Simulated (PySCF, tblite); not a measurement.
C7H10Si.
Bonds: C1–C2 (double), C2–C3, C2–C4, C4–C5 (double), C5–C6, C6–C7 (double), C7–Si8, C4–Si8. Hydrogens: H9, H10 on C1; H11, H12, H13 on C3; H14 on C5; H15 on C6; H16 on C7; H17, H18 on Si8.

Computed with GFN2-xTB (tblite), gas phase: nudged elastic band of 9 images (0 to 8), spring 0.2 eV/Å², climbing image at the end, force threshold 0.05 eV/Å. No saddle search or frequency run followed, so the top image need not be a first-order saddle, and its height can exceed the method's true barrier by a kcal/mol or more.

Path: rotation about C2–C4 (fully substituted alkene carbon, fully substituted alkene carbon), followed by the dihedral C3–C2–C4–Si8.

Image 0 (start, dihedral 180°):
```
atom  x, y, z in Å
C1     -1.929    0.209    1.029
C2     -1.337   -0.050   -0.139
C3     -2.150   -0.417   -1.349
C4      0.103    0.013   -0.272
C5      0.789   -0.234   -1.410
C6      2.231   -0.117   -1.341
C7      2.750    0.229   -0.154
Si8     1.355    0.448    1.090
H9     -1.357    0.472    1.903
H10    -2.998    0.167    1.148
H11    -3.210   -0.426   -1.109
H12    -1.867   -1.404   -1.711
H13    -1.981    0.301   -2.150
H14     0.331   -0.508   -2.350
H15     2.822   -0.306   -2.227
H16     3.809    0.343    0.001
H17     1.400   -0.532    2.177
H18     1.230    1.819    1.588
```

Image 8 (end, +0.038 eV, dihedral 0°):
```
atom  x, y, z in Å
C1     -2.140    1.093   -0.889
C2     -1.358    0.148   -0.361
C3     -1.961   -1.042    0.326
C4      0.092    0.184   -0.400
C5      0.852    1.152   -0.961
C6      2.287    0.987   -0.884
C7      2.734   -0.113   -0.261
Si8     1.262   -1.123    0.330
H9     -1.746    1.961   -1.388
H10    -3.214    1.028   -0.837
H11    -3.047   -0.997    0.307
H12    -1.630   -1.085    1.362
H13    -1.640   -1.961   -0.163
H14     0.453    2.027   -1.455
H15     2.931    1.740   -1.319
H16     3.783   -0.329   -0.150
H17     1.154   -2.430   -0.321
H18     1.179   -1.232    1.788
```

Problem. What do the inner images look like?

Solution. 
Image 1: +0.027 eV, dihedral -158°
```
atom  x, y, z in Å
C1     -1.942    0.491    0.926
C2     -1.343   -0.006   -0.157
C3     -2.140   -0.645   -1.259
C4      0.101    0.050   -0.292
C5      0.785   -0.045   -1.453
C6      2.230    0.042   -1.369
C7      2.752    0.176   -0.142
Si8     1.359    0.237    1.120
H9     -1.373    0.950    1.717
H10    -3.012    0.478    1.049
H11    -3.202   -0.622   -1.028
H12    -1.830   -1.682   -1.390
H13    -1.980   -0.126   -2.203
H14     0.320   -0.155   -2.422
H15     2.819    0.002   -2.277
H16     3.812    0.250    0.036
H17     1.333   -0.903    2.038
H18     1.301    1.514    1.831
```

Image 2: +0.079 eV, dihedral -136°
```
atom  x, y, z in Å
C1     -1.963    0.752    0.765
C2     -1.350    0.037   -0.174
C3     -2.117   -0.846   -1.117
C4      0.101    0.075   -0.307
C5      0.780    0.151   -1.468
C6      2.229    0.202   -1.375
C7      2.752    0.125   -0.144
Si8     1.360    0.014    1.116
H9     -1.407    1.385    1.435
H10    -3.035    0.757    0.875
H11    -3.184   -0.787   -0.915
H12    -1.794   -1.881   -1.005
H13    -1.942   -0.555   -2.151
H14     0.308    0.212   -2.439
H15     2.816    0.305   -2.278
H16     3.813    0.152    0.041
H17     1.304   -1.255    1.843
H18     1.319    1.163    2.020
```

Image 3: +0.129 eV, dihedral -114°
```
atom  x, y, z in Å
C1     -1.986    0.973    0.549
C2     -1.358    0.076   -0.200
C3     -2.093   -1.012   -0.928
C4      0.101    0.096   -0.324
C5      0.782    0.352   -1.454
C6      2.233    0.361   -1.355
C7      2.751    0.076   -0.154
Si8     1.353   -0.213    1.073
H9     -1.444    1.747    1.065
H10    -3.059    0.985    0.651
H11    -3.164   -0.928   -0.760
H12    -1.758   -1.989   -0.580
H13    -1.900   -0.958   -1.999
H14     0.308    0.575   -2.401
H15     2.825    0.604   -2.228
H16     3.812    0.057    0.034
H17     1.273   -1.579    1.593
H18     1.315    0.782    2.143
```

Image 4 (top): +0.149 eV, dihedral -91°
```
atom  x, y, z in Å
C1     -2.011    1.139    0.283
C2     -1.363    0.105   -0.233
C3     -2.069   -1.134   -0.701
C4      0.101    0.112   -0.344
C5      0.790    0.551   -1.408
C6      2.241    0.518   -1.308
C7      2.749    0.031   -0.169
Si8     1.340   -0.437    0.990
H9     -1.486    2.016    0.621
H10    -3.084    1.150    0.385
H11    -3.144   -1.032   -0.567
H12    -1.722   -2.001   -0.140
H13    -1.863   -1.315   -1.755
H14     0.320    0.926   -2.308
H15     2.840    0.889   -2.129
H16     3.808   -0.032    0.015
H17     1.241   -1.866    1.293
H18     1.304    0.384    2.199
```

Image 5: +0.115 eV, dihedral -69°
```
atom  x, y, z in Å
C1     -2.035    1.237   -0.014
C2     -1.362    0.122   -0.270
C3     -2.046   -1.202   -0.448
C4      0.098    0.125   -0.361
C5      0.799    0.737   -1.329
C6      2.248    0.668   -1.233
C7      2.745   -0.008   -0.189
Si8     1.325   -0.648    0.869
H9     -1.528    2.175    0.130
H10    -3.108    1.248    0.083
H11    -3.124   -1.089   -0.354
H12    -1.695   -1.915    0.297
H13    -1.823   -1.612   -1.433
H14     0.337    1.250   -2.162
H15     2.855    1.157   -1.984
H16     3.803   -0.110   -0.015
H17     1.215   -2.105    0.945
H18     1.286   -0.025    2.193
```

Image 6: +0.058 eV, dihedral -45°
```
atom  x, y, z in Å
C1     -2.058    1.261   -0.318
C2     -1.359    0.129   -0.305
C3     -2.025   -1.210   -0.185
C4      0.096    0.138   -0.371
C5      0.810    0.896   -1.226
C6      2.255    0.803   -1.134
C7      2.741   -0.040   -0.213
Si8     1.311   -0.836    0.716
H9     -1.571    2.220   -0.375
H10    -3.133    1.272   -0.244
H11    -3.105   -1.096   -0.135
H12    -1.679   -1.728    0.709
H13    -1.779   -1.833   -1.046
H14     0.357    1.532   -1.975
H15     2.870    1.398   -1.795
H16     3.799   -0.175   -0.055
H17     1.196   -2.286    0.550
H18     1.266   -0.439    2.126
```

Image 7: +0.037 eV, dihedral -22°
```
atom  x, y, z in Å
C1     -2.087    1.212   -0.614
C2     -1.357    0.131   -0.334
C3     -2.007   -1.158    0.077
C4      0.094    0.153   -0.377
C5      0.825    1.028   -1.103
C6      2.264    0.913   -1.015
C7      2.742   -0.070   -0.238
Si8     1.299   -0.997    0.537
H9     -1.627    2.148   -0.879
H10    -3.163    1.207   -0.573
H11    -3.090   -1.056    0.083
H12    -1.674   -1.451    1.072
H13    -1.737   -1.959   -0.611
H14     0.392    1.780   -1.747
H15     2.885    1.605   -1.568
H16     3.798   -0.233   -0.102
H17     1.182   -2.396    0.121
H18     1.252   -0.851    1.994
```

The largest changes of bonds and angles from start to top: C2–C4 1.447 → 1.467 Å, C4=C5 1.352 → 1.342 Å, C1=C2 1.335 → 1.326 Å, C5–C6 1.448 → 1.455 Å, C7–Si8–H17 113.0 → 114.9°, C3–C2–C4 118.4 → 116.7°, C1–C2–C3 120.8 → 122.3°. GFN2-xTB torsional profiles can miss by a kcal/mol or more and can put conformers in the wrong order.

Problem. What do single points at PBE0/pcSseg-1 (PySCF, no dispersion term) give on some images?

Solution. 
```
image  GFN2-xTB E (eV)  DFT E (eV)  HOMO (eV)  LUMO (eV)  dipole (D)
    0            0.000       0.000      -6.13      -1.77        0.53
    2            0.079       0.124      -6.23      -1.64        0.51
    4            0.149       0.209      -6.58      -1.48        0.40
    6            0.058       0.114      -6.25      -1.63        0.26
    8            0.038       0.153      -6.05      -1.88        0.05
```

Energies count from image 0 at each level. At the GFN2-xTB top the DFT energy is 4.8 kcal/mol against 3.4; the geometries weren't optimised at the DFT level.

The cost below is that of the whole band run. On Intel Xeon at 2.50 GHz, one thread, shared host with 64 logical CPUs at a one-minute load of 60, this took 9.7 s wall and 0.18 GiB of memory at its peak.
